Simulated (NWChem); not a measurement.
System: C2H6BFO; SMILES OB(CC)F

NWChem input:

```
start job
memory heap 200 mb stack 900 mb global 1100 mb
geometry units angstroms noautosym nocenter noautoz
  B     -0.007621     0.627169     0.000000
  F     -0.704525     1.763197     0.000000
  C     -0.780982    -0.745522     0.000000
  C      0.080288    -2.002655     0.000000
  H     -1.460113    -0.734786    -0.871808
  H     -1.460113    -0.734786     0.871808
  H      0.730357    -2.053252     0.889901
  H      0.730357    -2.053252    -0.889901
  H     -0.523807    -2.922693     0.000000
  O      1.336117     0.763363     0.000000
  H      1.793070    -0.083040     0.000000
end
basis spherical
  B library pcsseg-1
  F library pcsseg-1
  C library pcsseg-1
  H library pcsseg-1
  O library pcsseg-1
end
dft
  xc kt2
  iterations 150
end
property
  shielding 9 1 2 3 4 5 7 9 10 11
end
task dft property
```

All runs use the structure optimised with PBE0/def2-SVP.

GIAO values for the isolated, static molecule; σ is the absolute isotropic shielding, δ = σ(reference) − σ with the isolated reference molecule computed at the same levels (11B: boron trifluoride, 13C: tetramethylsilane, 19F: trichlorofluoromethane, 1H: tetramethylsilane, 17O: water).

Atoms are numbered as in the input.

Q: What results follow from this input? (KT2/pcSseg-1, GIAO.) Quantities: δ B1 (ppm); δ F2 (ppm); δ C3 (ppm); δ C4 (ppm); δ H5 (ppm); δ O10 (ppm); δ H11 (ppm).

A: 
```json
{
  "δ B1 (ppm)": "19.2",
  "δ F2 (ppm)": "-113.7",
  "δ C3 (ppm)": "7.7",
  "δ C4 (ppm)": "9.1",
  "δ H5 (ppm)": "0.83",
  "δ O10 (ppm)": "141.7",
  "δ H11 (ppm)": "4.62"
}
```
